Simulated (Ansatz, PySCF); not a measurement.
Reaction (SMILES): COC(F)(F)C(F)(F)C(F)(F)F [1,1,1,2,2,3,3-heptafluoro-3-methoxypropane] + 9 C (CH4) + O (H2O) → 2 CC (C2H6) [ethane] + 7 CF (CH3F) [fluoromethane] + 2 CO (CH4O) [methanol]
Each molecule is optimised on its own at B3LYP-D3(BJ)/def2-TZVP (Ansatz, a program for electronic structure), one conformer each, not searched for the lowest. Frequencies are from Ansatz or PySCF.

Wanted: bond separation energy (0 K, with B3LYP-D3(BJ) harmonic zero-point energies), in kcal/mol. Correlated levels leave the core frozen unless marked. No spin-orbit coupling. Non-relativistic. CBS(X,Y): correlation extrapolated as X^-3; Hartree-Fock from the larger set. [CCSD(T)-MP2]/basis is that difference in the basis named.

RI-MP2/CBS(cc-pVTZ,cc-pVQZ)+[CCSD(T)-MP2]/cc-pVTZ (Ansatz) gives 100.0 kcal/mol.

Question: Another calculation gave 116.2 kcal/mol. Which level was it?
A. B3LYP/def2-TZVPD (Ansatz)
B. SVWN5/def2-TZVPD (Ansatz)
C. BLYP/def2-TZVPD (Ansatz)
D. wB97M-V/def2-TZVPD (Ansatz)

Answer: B, SVWN5/def2-TZVPD (Ansatz). The others give 101.7 (wB97M-V), 83.1 (BLYP), 86.7 (B3LYP) kcal/mol.
